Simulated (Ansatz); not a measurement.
All numbers were calculated with Ansatz.

A structure relaxed at PBE0-D4/def2-TZVP, charge 0, multiplicity 1:

| atom | x (Å) | y (Å) | z (Å) |
| --- | --- | --- | --- |
| O1 | -0.740 | -2.801 | 0.451 |
| C2 | 0.029 | -1.722 | 0.061 |
| O3 | -0.779 | -0.753 | -0.559 |
| Si4 | -0.268 | 0.757 | -0.987 |
| Si5 | 0.417 | 2.031 | 0.863 |
| H6 | -1.138 | -3.187 | -0.335 |
| H7 | 0.482 | -1.325 | 0.976 |
| H8 | 0.825 | -2.021 | -0.639 |
| H9 | 0.869 | 0.667 | -1.951 |
| H10 | -1.424 | 1.393 | -1.667 |
| H11 | 1.560 | 1.381 | 1.562 |
| H12 | -0.693 | 2.207 | 1.837 |
| H13 | 0.861 | 3.372 | 0.390 |

(1) Give its formula and SMILES.

(2) Point group (tolerance 0.08 Å, 0.16 Å for H)?

(3) Summarise the bond lengths by kind.

Results:

(1) CH8O2Si2, `OCO[SiH2][SiH3]`.

(2) C1.

(3) 2 × C–O 1.381 to 1.405 Å; 1 × H–O 0.962 Å; 2 × C–H 1.096 to 1.101 Å; 1 × O–Si 1.651 Å; 1 × Si–Si 2.349 Å; 5 × H–Si 1.484 to 1.494 Å.
